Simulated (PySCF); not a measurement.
# Sulfur: a sound run and one with changed settings

Sound run: S²⁺ [Ne] 3s2 3p2, S³⁺ [Ne] 3s2 3p1. Calculation: PySCF 2.14, in 6-31G* (4s3p1d, 18 functions); the non-relativistic Hamiltonian (point nucleus). In the sound run the correlated levels freeze [Ne]. The sound run starts from symmetry-adapted Hartree-Fock orbitals and uses a fine grid where one is needed.

A second run was set up differently.

```json
{"species": "S²⁺", "method": "UHF", "sound run (hartree)": "-396.30250", "changed run (hartree)": "-392.09347", "converged": "yes"}
{"species": "S²⁺", "method": "LDA", "sound run (hartree)": "-395.44589", "changed run (hartree)": "-391.12834", "converged": "yes"}
{"species": "S²⁺", "method": "MN15", "sound run (hartree)": "-396.70522", "changed run (hartree)": "-391.53623", "converged": "yes"}
{"species": "S²⁺", "method": "MP2", "sound run (hartree)": "-396.35482", "changed run (hartree)": "-392.10181", "converged": "yes"}
{"species": "S²⁺", "method": "CCSD(T)", "sound run (hartree)": "-396.37685", "changed run (hartree)": "-392.10822", "converged": "yes"}
{"species": "S³⁺", "method": "UHF", "sound run (hartree)": "-395.04386", "changed run (hartree)": "-390.80108", "converged": "yes"}
{"species": "S³⁺", "method": "LDA", "sound run (hartree)": "-394.15989", "changed run (hartree)": "-389.80750", "converged": "yes"}
{"species": "S³⁺", "method": "MN15", "sound run (hartree)": "-395.41632", "changed run (hartree)": "-390.21495", "converged": "yes"}
{"species": "S³⁺", "method": "MP2", "sound run (hartree)": "-395.08601", "changed run (hartree)": "-390.81823", "converged": "yes"}
{"species": "S³⁺", "method": "CCSD(T)", "sound run (hartree)": "-395.10705", "changed run (hartree)": "-390.83050", "converged": "yes"}
```

Ionisation energy of S²⁺:

| method | sound run (eV) | changed run (eV) |
| --- | --- | --- |
| UHF | 34.249 | 35.168 |
| LDA | 34.994 | 35.942 |
| MN15 | 35.073 | 35.954 |
| MP2 | 34.526 | 34.928 |
| SCS-MP2 | 34.451 | 34.880 |
| CCSD | 34.547 | 34.768 |
| CCSD(T) | 34.553 | 34.768 |

(1) What was changed?
A. minimal basis
B. angular grid far too coarse
C. all electrons correlated in a valence basis
D. too few SCF iterations

Answers

(1) A. It used basis STO-3G. A minimal basis cannot let orbitals breathe on ionisation and holds almost no correlation.
